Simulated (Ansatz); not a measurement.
Computed with frozen-core CCSD(T)/cc-pVTZ (Ansatz, a program for electronic structure).

Ansatz 0.2 input:
```yaml
crystal:
  periodic: [false, false, false]
  atoms:
    - { symbol: Br, position_ang: [0.0, 0.0, 0.0] }
basis:
  gaussian: { orbitals: cc-pVTZ }
correlation:
  method: ccsd_t
magnetization:
  spin_polarized: true
  initial_magnetization: 1
```

Output:

```
Functional definition: HF
276 factors; integrals over basis functions are off by at most 1.8e-4 eV
mean field evaluation 1: about -69999.6032 eV, gradient 5.1e0 eV
mean field evaluation 2: about -69999.6036 eV, gradient 5.1e0 eV
mean field evaluation 4: about -69999.7946 eV, gradient 5.2e-1 eV
mean field evaluation 8: about -69999.7968 eV, gradient 1.1e-3 eV
mean field evaluation 16: about -69999.7950 eV, gradient 5.3e-1 eV
mean field evaluation 32: about -69999.7968 eV, gradient 4.2e-3 eV
mean field evaluation 64: about -69999.7968 eV, gradient 7.5e-4 eV
mean field -69999.79681619 eV, -2572.4450854287 hartree, gradient 4.6e-7 eV, S^2 0.758700; 4 other end points of the search recorded, 0 dependent functions left out
9 core orbitals not correlated
reference -69999.79681619 eV, -2572.4450854287 hartree; 9, 8 occupied and 25, 26 virtual orbitals, 276 factors
second order -5.28897282 eV of doubles, -0.00000000 eV of singles
cycle   1  -5.56230103 eV  change   -2.7e-1 eV  update   4.0e-2
cycle   2  -5.70632622 eV  change   -1.4e-1 eV  update   1.2e-2
cycle   3  -5.70906062 eV  change   -2.7e-3 eV  update   3.1e-3
cycle   4  -5.70984639 eV  change   -7.9e-4 eV  update   7.8e-4
cycle   5  -5.70970725 eV  change    1.4e-4 eV  update   1.6e-4
cycle   6  -5.70970002 eV  change    7.2e-6 eV  update   4.7e-5
cycle   7  -5.70971607 eV  change   -1.6e-5 eV  update   1.3e-5
perturbative correction -0.17067464 eV, -0.0062721772 hartree
Total energy: -70005.67720690 eV, -2572.6611858012 hartree
```

Cost: roughly 3 core-seconds.
